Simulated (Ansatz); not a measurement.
H2SeTe (SMILES [SeH][TeH]) moved off its minimum; all values from Ansatz (a program for electronic structure), cores frozen in correlated methods. Elements past Kr take the def2 small-core potentials, without spin–orbit coupling.
(charge 0, multiplicity 1)
```xyz
4

Te    -0.61104    -0.55576     0.60120
H     -0.85908    -1.75500    -0.54738
Se     0.88933     0.87176    -0.75435
H      2.23706     0.33592    -0.34465
```

Forces at MP2/def2-TZVPPD (eV/Å):

| atom | Fx | Fy | Fz |
|---|---|---|---|
| Te1 | -0.277 | -0.570 | 0.093 |
| H2 | 0.105 | 0.281 | 0.223 |
| Se3 | 1.011 | 0.136 | -0.191 |
| H4 | -0.839 | 0.152 | -0.124 |

Problem. Give the forces (eV/Å), the total energy and the dipole at CCSD(T)/def2-TZVPPD.

Solution. 
| atom | Fx | Fy | Fz |
|---|---|---|---|
| Te1 | -0.391 | -0.561 | 0.335 |
| H2 | 0.071 | 0.140 | 0.098 |
| Se3 | 0.986 | 0.322 | -0.349 |
| H4 | -0.666 | 0.098 | -0.084 |
Energy -2668.3659 hartree, dipole 0.70 D.
